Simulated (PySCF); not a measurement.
WBr₄, SMILES [Br][W]([Br])([Br])[Br] (connectivity only; charge and spin as stated), neutral, multiplicity 3. Atoms are numbered in the order given.

```xyz
5

W      0.0000     0.0000     0.0000
Br     1.3967     1.3967    -1.3967
Br    -1.3967     1.3967     1.3967
Br    -1.3967    -1.3967    -1.3967
Br     1.3967    -1.3967     1.3967
```
Charge 0, spin multiplicity 3.

The structure is a stationary point at B3LYP-D3(BJ)/def2-SVP. The spin state was assumed, not searched. The def2 effective core potentials stand for the cores of W; spin–orbit coupling is left out.

Level of theory: ωB97X/def2-TZVP (PySCF).

The molecule is in vacuum.

| Property | Result |
|---|---|
| total energy | -10364.03085 hartree |
| point group | Td |
| α spin, highest occupied and lowest empty level | -9.04 and -1.40 eV |
| β spin, highest occupied and lowest empty level | -11.05 and -1.12 eV |
| dipole moment | 0.00 D |
| quadrupole, principal values (traceless, Buckingham form, about the centre of nuclear charge) | 0.00, 0.00, 0.00 D·Å |
| mean static polarisability | 129.2 bohr³ (19.14 Å³) |
| polarisability, principal values | 129.2, 129.2, 129.2 bohr³ |
| ⟨S²⟩ | 2.011 (pure state 2.00) |
